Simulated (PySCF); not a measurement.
A GIAO shielding run with PySCF 2.14 (density fitting, non-relativistic, gas phase) on `C1[C@@H](C(N)=O)CC[SiH2]1`, C5H11NOSi:

```
$ OMP_NUM_THREADS=1 python probes_run.py task.json out

{"job": {"kind": "nmr", "xc": "PBE0", "basis": "pcSseg-1"}, "charge": 0, "multiplicity": 1}
N      2.055102     0.311852     1.646848
C      1.099036     0.594176     0.735539
O      0.537953     1.671051     0.706152
C      0.741025    -0.516036    -0.221396
C     -0.505063    -1.218313     0.344018
C     -1.658003    -0.213764     0.371021
Si    -1.336331     0.942720    -1.115597
C      0.333343     0.126702    -1.543154
H      2.298815     1.007706     2.332621
H      2.510868    -0.581705     1.683468
H      1.573744    -1.220221    -0.326420
H     -0.302801    -1.633013     1.335927
H     -0.755330    -2.046976    -0.322388
H     -2.614139    -0.731340     0.325405
H     -1.645078     0.347454     1.302904
H     -2.292620     0.616142    -2.193209
H     -1.370025     2.374797    -0.877205
H      1.097410     0.820552    -1.885632
H      0.222292    -0.642533    -2.306366
```

Hardware: 1 thread of an Arm Neoverse N1, shared host. The job also computes population analyses, field gradients, ring-centre shieldings.

Question: How large is the calculation?

Answer: 70 electrons, 198 basis functions and 1043 auxiliary functions.

Question: How long does it take, and how much memory does it need?

Answer: 68 s of wall time, with 14 SCF cycles and 5 response iterations; peak memory 0.88 GiB. Times on a shared host scatter by some tens of per cent.
